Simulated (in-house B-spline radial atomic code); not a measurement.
Whole-atom quantities along the 60-electron series, configuration [Kr] 4d10 4f12 5s2. Breit and QED terms are first order and not part of the total energy; the density at the nucleus is averaged over the nuclear charge. Computed with a B-spline radial code for spherical atoms: Dirac-Hartree-Fock, average of the configuration, finite nuclei.

```
  ion   Z  E/Z² (Eh)  Σ<r²> (bohr²)  n(0)/Z³ (bohr⁻³)  Lamb diamagnetic shielding (ppm)  repulsion over attraction  Breit energy (eV)  self-energy (eV)  vacuum polarisation (eV)  Dirac less non-relativistic energy (Eh)
Yb10+  70    -2.8649         15.538            2.7716                           8742.04                    0.14056             377.59            308.47                   -52.509                                  -675.78
Lu11+  71    -2.8834         14.445            2.8693                           8925.84                    0.13916             396.57            325.47                   -56.192                                  -720.23
Hf12+  72    -2.9019         13.487            2.9864                           9111.26                    0.13775             416.26            343.24                    -60.12                                  -767.07
Ta13+  73    -2.9202         12.638             3.105                           9298.29                    0.13632             436.65            361.81                   -64.289                                  -816.35
 W14+  74    -2.9385         11.879            3.2276                           9487.05                    0.13488             457.78            381.22                   -68.715                                  -868.17
Re15+  75    -2.9566         11.196            3.3592                           9677.64                    0.13344             479.65            401.49                    -73.42                                  -922.65
Os16+  76    -2.9746         10.577            3.4888                            9870.1                    0.13199             502.28            422.66                   -78.407                                  -979.87
Ir17+  77    -2.9926         10.013            3.6381                           10064.6                    0.13055             525.71            444.77                   -83.721                                 -1040.03
Pt18+  78    -3.0104         9.4973             3.787                           10261.2                    0.12911             549.94            467.85                   -89.355                                 -1103.15
Au19+  79    -3.0282         9.0236            3.9478                             10460                    0.12767             574.99            491.96                   -95.345                                 -1169.42
```

Question: With what power of Z does the column «Breit energy (eV)» change over this range?

Answer: A fit of the logarithm of its size against log Z from Z = 70 to 79 has slope 3.48.
